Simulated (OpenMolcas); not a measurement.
## Ir3+: moving the ligands

Ir3+ with its 6 nearest fluoride ions at 2.056 Å, on the Y site of Cs2NaYF6 (a = 9.075 Å, distance in the model lattice 2.178 Å). The rest of the host is ab initio model potentials to 7.6 Å, with orthogonalisation functions on the cations behind the ligands, and point charges beyond; the distance is set by hand and nothing relaxes. Ligand basis ANO-RCC-VDZP.
```
Ir    0.0000    0.0000    0.0000
F     2.0560    0.0000    0.0000
F     0.0000    2.0560    0.0000
F    -2.0560    0.0000    0.0000
F     0.0000   -2.0560    0.0000
F     0.0000    0.0000    2.0560
F     0.0000    0.0000   -2.0560
```

| Quantity | Value |
| --- | --- |
| Program | OpenMolcas 26.06 |
| Method | CASSCF |
| Basis | ANO-RCC-VTZP [8s7p5d3f1g] |
| Scalar Hamiltonian | DKH2, point nucleus |
| Active space | 6 electrons in 5 orbitals (5d) |
| State averaging | 2S+1 = 5 even, 5 roots; 2S+1 = 3 even, 45 roots; 2S+1 = 1 even, 50 roots |
| Spin-orbit coupling | state interaction with AMFI integrals over the reference wave functions |

Runs around this geometry, states (labels of O, the rotations of Oh). Energies in cm-1 above the lowest state or level, χT in cm3 K/mol; 10Dq and B are least-squares fits to the states below 45000 cm-1, weighted by degeneracy, with a free offset, and given where the rms deviation is under 5 % of |10Dq| (or 100 cm-1) and under 700 cm-1.

| R (Å) | Ground state | First state of that spin | 10Dq | B (rms of fit) | First gap with spin-orbit (degeneracies) | χT at 300 K | First state of another spin |
| --- | --- | --- | --- | --- | --- | --- | --- |
| 1.99 | 1A1 | 1T1 25220 | 27392 | 741 (113) | 17064 (1, 2) | 0.030 | 3T1 18989 |
| 2.056 | 1A1 | 1T1 21363 | 23560 | 745 (156) | 13018 (1, 2) | 0.040 | 3T1 14999 |
| 2.178 | 1A1 | 1T1 15839 | 18067 | 743 (206) | 7089 (1, 2) | 0.077 | 5T2 9197 |

Taking |10Dq| as R^-n, n = -ln(18067 / 27392) / ln(2.178 / 1.99) = 4.6 between the shortest and longest distance. The point-charge formula for a cubic d site gives n = 5.

Without dynamic correlation the repulsion within the d shell is too large (B by tens of per cent), so at a given field states of lower spin stand too high. With metal d orbitals alone the field can be off either way by tens of per cent. Ligand-to-metal charge-transfer states are missing. With no ligand orbital active B as a rule stays too high, so bands that hang on it stand too high and its fall with covalency is understated. The least metal-like active orbital is 78 % on the metal (Löwdin) and no ligand orbital is active, so the numbers are rough (holds for R = 1.99). The least metal-like active orbital is 79 % on the metal (Löwdin) and no ligand orbital is active, so the numbers are rough (holds for R = 2.056). Spin-orbit coupling mixes the spin-free states strongly: the lowest level takes only 62 % from its leading state, 1A1 (holds for R = 2.178). This shell can be high or low spin here, a state of another spin lies low, and with metal d orbitals alone active their balance is uncertain, so the ground spin may be wrong, although the usual error favours high spin (holds for R = 2.178). The least metal-like active orbital is 81 % on the metal (Löwdin) and no ligand orbital is active, so the numbers are rough (holds for R = 2.178). No measured value stands beside these numbers; the geometry was set by hand and not optimised.
